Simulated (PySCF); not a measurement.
Se(NH2)(OSiH3) (H₅NOSeSi), SMILES N[Se]O[SiH3]. Atoms are numbered in the order given.

```xyz
9

Se    -0.7263     0.0345     0.6479
N     -0.8303     1.7844     0.2357
H     -0.2459     2.4070     0.7904
H     -0.8134     2.0179    -0.7549
O      1.0056    -0.4441     0.1914
Si     1.3612    -0.8356    -1.4008
H      0.6308    -2.0570    -1.8496
H      2.8293    -1.0707    -1.4665
H      1.0017     0.2905    -2.3181
```

Geometry: B3LYP-D3(BJ)/def2-SVP. This is a generated structure with no PubChem entry under its InChIKey; it may be hypothetical. Other conformers were not sampled.

Two levels are set side by side: PBE/pcSseg-1 (PySCF) and PBE0/pcSseg-1 (PySCF). GIAO shifts against H2O (¹⁷O), Me2Se (⁷⁷Se), NH3 (¹⁵N), TMS (²⁹Si), TMS (¹H) at the same level; non-relativistic, no solvent, atoms listed together averaged. Differences are taken from unrounded values.

```csv
quantity,PBE0
δ(⁷⁷Se) of Se1 (ppm),1636.4
δ(¹⁵N) of N2 (ppm),85.8
δ(¹⁷O) of O5 (ppm),40.3
δ(²⁹Si) of Si6 (ppm),-28.8
```

Question: What does PBE give, and how far is it from PBE0? (An estimate is asked for; the answer gives what the named calculation found.)

Answer: 
```csv
quantity,PBE,PBE minus PBE0
δ(⁷⁷Se) of Se1 (ppm),1648.4,12.1
δ(¹⁵N) of N2 (ppm),96.7,10.9
δ(¹⁷O) of O5 (ppm),67.0,26.6
δ(²⁹Si) of Si6 (ppm),-31.5,-2.7
```

Rough cost on one machine, each run with all the roots and properties that it gave: PBE0 against PBE within a factor of 2.
